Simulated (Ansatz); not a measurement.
fac-TiCl3(H2O)3 (TiCl3O3H6). Charge 0, multiplicity 2. Geometry B3LYP-D4/def2-SVP.

Cartesian coordinates in Å:
```
Ti -0.4054 -0.3274 0.2839
Cl -0.5912 -0.2418 2.5549
O 0.2650 0.0493 -1.8015
H -0.5855 0.2950 -2.2112
H 0.4267 -0.8650 -2.1001
Cl -2.5294 0.1582 -0.6336
O 1.7937 -0.5644 0.6166
H 1.8381 -1.5229 0.4214
H 1.9165 -0.4936 1.5777
Cl -0.1146 -2.5816 -0.3631
O -0.3660 1.9023 0.3386
H -0.3596 2.1510 1.2770
H -1.2884 2.0408 0.0394
```

The 6-31G sets use Cartesian d functions.

**Question.** Estimate the α-spin orbital energies around the gap (eV) in Ansatz with HF/6-31G, PBE-D4/def2-SVP, PBE-D4/def2-TZVP, PBE-D4/def2-TZVPD, PBE0-D4/def2-SVP.

**Answer.** 
```tsv
orbital	HF/6-31G	PBE-D4/def2-SVP	PBE-D4/def2-TZVP	PBE-D4/def2-TZVPD	PBE0-D4/def2-SVP
HOMO−9	-15.35	-8.22	-8.54	-8.60	-9.77
HOMO−8	-13.68	-7.75	-8.10	-8.17	-9.27
HOMO−7	-13.24	-7.73	-8.07	-8.14	-9.22
HOMO−6	-13.06	-7.54	-7.89	-7.95	-9.05
HOMO−5	-12.85	-7.53	-7.89	-7.95	-9.03
HOMO−4	-12.82	-7.16	-7.54	-7.61	-8.83
HOMO−3	-12.18	-6.89	-7.25	-7.32	-8.33
HOMO−2	-12.04	-6.85	-7.22	-7.28	-8.27
HOMO−1	-11.92	-6.66	-7.03	-7.10	-8.11
HOMO	-11.91	-3.76	-4.05	-4.13	-6.34
LUMO	1.51	-3.42	-3.71	-3.78	-2.52
LUMO+1	1.52	-3.26	-3.56	-3.63	-2.33
LUMO+2	2.15	-1.96	-2.28	-2.36	-1.18
LUMO+3	2.44	-1.41	-1.75	-1.85	-0.46
LUMO+4	2.46	-0.96	-1.12	-1.44	-0.25
LUMO+5	2.68	0.54	-0.05	-0.72	1.51
β HOMO	-11.84	-6.63	-7.00	-7.07	-8.07
β LUMO	1.69	-2.93	-3.24	-3.31	-1.97
```
